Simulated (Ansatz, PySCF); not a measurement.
Al(Cl)(Me)(vinyl) (C3H6AlCl), SMILES [CH3][Al]([CH]=C)[Cl]. Atoms are numbered in the order given.

```xyz
11

Al    -0.0796     0.0626     0.1927
Cl     1.0537     1.8143    -0.1983
C     -1.1537    -0.0016     1.8164
H     -1.7064    -0.9482     1.9298
H     -1.8873     0.8229     1.8312
H     -0.5181     0.1285     2.7091
C      0.0233    -1.3794    -1.0991
C     -0.6634    -2.5234    -0.9259
H      0.6418    -1.3040    -2.0045
H     -0.6237    -3.3560    -1.6407
H     -1.3077    -2.6916    -0.0532
```
Charge 0, spin multiplicity 1.

Geometry optimised at B3LYP-D3(BJ)/def2-SVP. The structure was generated by enumeration; whether it is a known compound was not checked. Other conformers were not sampled.

Two levels are set side by side: PBE-D3(BJ)/def2-SVP (Ansatz, an electronic-structure program) and B3LYP-D3(BJ)/def2-SVP (Ansatz). Each level has its own optimised geometry; the coordinates shown are those of the second. Frequencies come from the Hessian of PySCF at each geometry. Differences are taken from unrounded values.

| quantity | B3LYP-D3(BJ) |
|---|---|
| mean bond length (Å) | 1.396 |
| bond Al1–Cl2 (Å) | 2.123 |
| bond Al1–C3 (Å) | 1.948 |
| bond Al1–C7 (Å) | 1.939 |
| bond C7–C8 (Å) | 1.346 |
| bond C3–H4 (Å) | 1.102 |
| bond C3–H5 (Å) | 1.104 |
| bond C3–H6 (Å) | 1.104 |
| bond C7–H9 (Å) | 1.099 |
| bond C8–H10 (Å) | 1.098 |
| bond C8–H11 (Å) | 1.098 |
| highest harmonic wavenumber (cm⁻¹) | 3177 |
| mean harmonic wavenumber (cm⁻¹) | 1279 |
| zero-point energy (kcal/mol) | 49.38 |

Question: What does PBE-D3(BJ) give, and how far is it from B3LYP-D3(BJ)? (Estimate from the structure and the level; the computed values follow.)

Answer: 
```csv
quantity,PBE-D3(BJ),PBE-D3(BJ) minus B3LYP-D3(BJ)
mean bond length (Å),1.404,0.008
bond Al1–Cl2 (Å),2.131,0.008
bond Al1–C3 (Å),1.955,0.007
bond Al1–C7 (Å),1.948,0.010
bond C7–C8 (Å),1.353,0.008
bond C3–H4 (Å),1.109,0.007
bond C3–H5 (Å),1.111,0.007
bond C3–H6 (Å),1.111,0.007
bond C7–H9 (Å),1.107,0.008
bond C8–H10 (Å),1.106,0.008
bond C8–H11 (Å),1.106,0.008
highest harmonic wavenumber (cm⁻¹),3112,-65
mean harmonic wavenumber (cm⁻¹),1247,-32
zero-point energy (kcal/mol),48.13,-1.25
```

GGA bonds tend to be longer and softer than those of functionals with exact exchange. Differences between two approximate levels are no errors against the true value.
